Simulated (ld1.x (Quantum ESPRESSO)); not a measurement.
## zirconium: variants of one TM potential

Base potential:

zirconium, norm-conserving Troullier–Martins (Kleinman–Bylander form), made with ld1.x (Quantum ESPRESSO) 7.5 (LDA (PZ), fully relativistic). Core [Kr], reference 4d2 5s1.5 5p0 (charge +0.5). Waves: 5s (bound): rc 3.00 bohr; 5p (bound, empty): rc 4.20 bohr; 4d (bound): rc 2.85 bohr. Local part: all-electron potential smoothed inside 3.30 bohr (lloc = -1). Core correction: Bessel-smoothed model core inside 1.35 bohr.

Open shells are filled in proportion to 2j + 1 (rel_dist='average').

Cutoffs, loose and tight: the cutoffs (Ry, on a coarse ladder) from which the occupation-weighted sum of valence levels, in a spherical-Bessel basis at the reference potential, stays within 10 and 1 mRy of its value at 400 Ry. They do not see the model core or the augmentation charge, which bear on the density cutoff. Test errors are all-electron minus pseudo excitation energies from the reference, over the configurations 4d2 5s2 5p0; 4d2 5s1 5p0; 4d2 5s0 5p0; 4d1 5s0 5p0; 4d2 5s1 5p1; 4d3 5s0 5p0; 4d2 5s0 5p1. A dash means not determined; rows that change the core or the reference have their own tests.

On the changes marked as counting shells twice: ld1.x takes every shell without a wave as core, so the model core holds the marked electrons as well and exchange and correlation see them twice. This cancels in the reference configuration, but the file is broken for other ones, and its errors say nothing about a proper core correction.

```tsv
change	outcome	cutoff, loose	cutoff, tight	bound ghosts	largest test error (meV)
base	generated	21 Ry	25 Ry	none	-237
local potential all-electron potential smoothed inside 2.25 bohr (lloc = -2)	generated	21 Ry	25 Ry	none	-219
core [Ar] 3d10, valence charge 12; reference 4s2 4p6 4d3 5s1 5p0; waves now 4s (bound): rc 1.70 bohr; 4p (bound): rc 2.30 bohr; 4d (bound): rc 2.25 bohr; local potential the d channel; core correction Bessel-smoothed model core, default radius (core density twice the valence density) (5s counted twice)	generated	45 Ry	60 Ry	none	-794
core correction Bessel-smoothed model core inside 1.30 bohr	generated	21 Ry	25 Ry	none	-236
all radii but the core radius scaled by about 1.28 (s 3.84, p 5.38, d 3.64 bohr); local potential all-electron potential smoothed inside 4.22 bohr (lloc = -1)	generated	15 Ry	18 Ry	none	-334
wave 5s (bound): rc 3.00 bohr becomes 5s (bound): rc 3.52 bohr	generated	21 Ry	25 Ry	none	-272
wave 5p (bound): rc 4.20 bohr becomes 5p (bound): rc 4.08 bohr	generated	21 Ry	25 Ry	none	-237
```

Question: What comes out with this change to the base: reference 4d2.5 5s1.5 5p0?

Answer: outcome: generated; cutoff, loose: 21 Ry; cutoff, tight: 25 Ry; bound ghosts: none; largest test error (meV): -369.

Question: What comes out with this change to the base: wave 4d (bound): rc 2.85 bohr becomes 4d (bound): rc 2.28 bohr?

Answer: outcome: generated; cutoff, loose: 25 Ry; cutoff, tight: 35 Ry; bound ghosts: none; largest test error (meV): -256.
